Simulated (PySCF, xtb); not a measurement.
C3H8N, SMILES N([CH2])CC, multiplicity 2. Other conformers were not sampled.

Harmonic wavenumbers (cm⁻¹) from GFN2-xTB (xtb) at its own minimum, in rising order: 86, 217, 265, 315, 446, 586, 680, 830, 907, 1013, 1086, 1110, 1191, 1244, 1290, 1322, 1376, 1409, 1458, 1483, 1493, 1500, 2821, 2965, 3029, 3045, 3048, 3104, 3151, 3384.

Problem. What does PBE-D3(BJ)/def2-SVP (PySCF 2.14.0) give at its own minimum? (An estimate is asked for; the answer gives what the named calculation found.)

Solution. 107, 246, 268, 331, 449, 607, 626, 784, 862, 1006, 1048, 1094, 1192, 1245, 1275, 1314, 1353, 1394, 1412, 1423, 1441, 1474, 2867, 2969, 2980, 3054, 3065, 3076, 3187, 3477. Paired by order, the mean absolute difference is 28 cm⁻¹ and the zero-point energies are 65.6 and 65.2 kcal/mol.
